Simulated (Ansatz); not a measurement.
Geometry optimisation, UKS BLYP/def2-SVP (Ansatz 0.2.0).

Input:

```yaml
crystal:
  periodic: [false, false, false]
  atoms:
    - { symbol: Sn, position_ang: [0.0, 0.0, 0.0] }
    - { symbol: H, position_ang: [0.0, 0.0, 1.99] }
    - { symbol: H, position_ang: [1.6408, 0.0, -0.5794] }
    - { symbol: H, position_ang: [-0.8195, 1.4198, -0.5794] }
    - { symbol: H, position_ang: [-0.8195, -1.4198, -0.5794] }
    - { symbol: H, position_ang: [0.0, 0.0, 2.95] }
magnetization:
  spin_polarized: true
  initial_magnetization: 1
basis:
  gaussian: { orbitals: def2-SVP }
hamiltonian:
  xc: blyp
relax:
  f_tol: 0.15
  max_steps: 25
  restrain:
    - { distance: [1, 5], at: 1.86, k: 30.0 }
    - { distance: [0, 1], at: 1.74, k: 30.0 }
output:
  orbitals: {}
```

Run as:

```bash
$ ansatz run input.yaml --threads 1 --pin off --max-ram 2048MiB --backend cpu --events-out ev --progress --plain --runs-dir out
```

Question: Where does it end, and by what steps?

Answer: It converged. The restraints hold the end off the free minimum. After 3 steps the energy has risen by 0.714 eV (the restraints' own energy left out); H6 moved furthest, 0.58 Å.

```tsv
step	energy less start (eV)	largest force component (eV/Å)	accepted
0	0.0000	2.126	yes
1	0.5499	1.074	yes
2	0.7232	1.031	yes
3	0.7145	0.154	yes
```

```xyz
6
Properties=species:S:1:pos:R:3
Sn 0.000 0.000 -0.070
H 0.000 0.000 1.676
H 1.639 0.000 -0.645
H -0.819 1.419 -0.646
H -0.819 -1.419 -0.646
H 0.000 0.000 3.533
```

The run took 7.5 s on 1 thread of Arm Neoverse V2, with other jobs on the host, peak memory 0.11 GiB.
